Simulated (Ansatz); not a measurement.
C₂H₃B₂Cl at its PBE0-D4/def2-TZVP geometry, where that method's forces vanish. Charge 0, multiplicity 1. The bonds changed during the relaxation, so this is another structure than the one it started from.

```xyz
8

Cl   -2.1731   -1.1486   -0.5549
C    -1.0805   -0.0547    0.3177
C    -0.1682    0.7444   -0.4137
B     1.1762    0.7520   -0.6877
B     0.4702   -0.4236    0.3461
H    -1.5790    0.3328    1.1988
H     2.2390    1.0529   -1.0839
H     1.1154   -1.2552    0.8775
```

Problem. What forces (eV/Å) does PBE-D4/def2-TZVPP give on these atoms in Ansatz? (Best estimate.)

Solution. Ansatz gave: 
```
Cl1 -0.244 -0.243 -0.178
C2  -0.051 -0.019  0.148
C3  -0.411  0.337 -0.118
B4   0.451 -0.082 -0.048
B5   0.198 -0.014 -0.029
H6  -0.114  0.084  0.197
H7   0.113  0.046 -0.051
H8   0.059 -0.108  0.079
```
